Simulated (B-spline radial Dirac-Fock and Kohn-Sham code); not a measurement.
**Ionisation cross sections of I by electron impact**

System: the free iodine atom, [Kr] 4d10 5s2 5p5.

Method: the relativistic binary-encounter-Bethe (RBEB) model with Dirac-Fock orbital kinetic energies; direct ionisation only. Computed with a radial atomic solver. For shells bound by less than 100 eV the term U + B of the denominator is divided by n when n is 3 or more, and by 2 for n = 1, 2 in singly charged ions. Excitation-autoionisation and multiple ionisation are left out; it is a semi-empirical estimate, least reliable for totals near the maximum.

Orbital inputs (open shells are filled statistically over j, and the NIST value is set on the highest orbital of the configuration average):

```csv
subshell,N,B (eV),source of B,U (eV)
1s,2,33169.0,tabulated edge,42208.9
2s,2,5188.0,tabulated edge,9194.0
2p1/2,2,4852.0,tabulated edge,9131.6
2p3/2,4,4557.0,tabulated edge,8055.5
3s,2,1072.0,tabulated edge,2681.0
3p1/2,2,931.0,tabulated edge,2592.8
3p3/2,4,875.0,tabulated edge,2356.6
3d3/2,4,630.8,tabulated edge,2210.7
3d5/2,6,619.3,tabulated edge,2153.5
4s,2,211.2,Dirac-Fock −ε,724.7
4p1/2,2,159.7,Dirac-Fock −ε,654.7
4p3/2,4,148.3,Dirac-Fock −ε,600.1
4d3/2,4,63.74,Dirac-Fock −ε,455.2
4d5/2,6,61.91,Dirac-Fock −ε,442.2
5s,2,23.86,Dirac-Fock −ε,109.6
5p1/2,1.67,11.59,NIST ionisation energy + computed splitting,77.21
5p3/2,3.33,10.45,NIST ionisation energy,68.39
```

**Question.** What cross sections does the model give, and where is the maximum?

**Answer.** On this grid the total peaks at 50 eV with 6.05 × 10⁻¹⁶ cm², about 4.8 times the lowest threshold.

| T (eV) | total (b) | K shell (b) | L shell (b) | M shell (b) | N shell (b) | O shell (b) |
| --- | --- | --- | --- | --- | --- | --- |
| 15 | 2.15e+08 | – | – | – | – | 2.15e+08 |
| 20 | 3.85e+08 | – | – | – | – | 3.85e+08 |
| 30 | 5.44e+08 | – | – | – | – | 5.44e+08 |
| 40 | 5.98e+08 | – | – | – | – | 5.98e+08 |
| 50 | 6.05e+08 | – | – | – | – | 6.05e+08 |
| 70 | 5.79e+08 | – | – | – | 3.38e+06 | 5.75e+08 |
| 100 | 5.25e+08 | – | – | – | 1.54e+07 | 5.10e+08 |
| 150 | 4.45e+08 | – | – | – | 2.57e+07 | 4.19e+08 |
| 200 | 3.85e+08 | – | – | – | 3.01e+07 | 3.55e+08 |
| 300 | 3.05e+08 | – | – | – | 3.23e+07 | 2.72e+08 |
| 500 | 2.19e+08 | – | – | – | 2.99e+07 | 1.89e+08 |
| 1000 | 1.33e+08 | – | – | 100000 | 2.25e+07 | 1.10e+08 |
| 2000 | 7.75e+07 | – | – | 266000 | 1.50e+07 | 6.23e+07 |
| 3000 | 5.60e+07 | – | – | 312000 | 1.14e+07 | 4.43e+07 |
| 5000 | 3.68e+07 | – | 189 | 316000 | 7.84e+06 | 2.87e+07 |
| 10000 | 2.07e+07 | – | 2670 | 258000 | 4.58e+06 | 1.58e+07 |
| 15000 | 1.47e+07 | – | 3560 | 213000 | 3.32e+06 | 1.12e+07 |
| 20000 | 1.16e+07 | – | 3850 | 182000 | 2.64e+06 | 8.79e+06 |
| 30000 | 8.34e+06 | – | 3850 | 142000 | 1.91e+06 | 6.28e+06 |
| 50000 | 5.56e+06 | 8.49 | 3450 | 103000 | 1.29e+06 | 4.17e+06 |
| 100000 | 3.36e+06 | 20.5 | 2680 | 66700 | 787000 | 2.50e+06 |
| 200000 | 2.21e+06 | 25.6 | 2060 | 46100 | 523000 | 1.64e+06 |
| 300000 | 1.84e+06 | 27.1 | 1830 | 39000 | 436000 | 1.36e+06 |
| 1e+06 | 1.40e+06 | 32.7 | 1610 | 31600 | 337000 | 1.03e+06 |
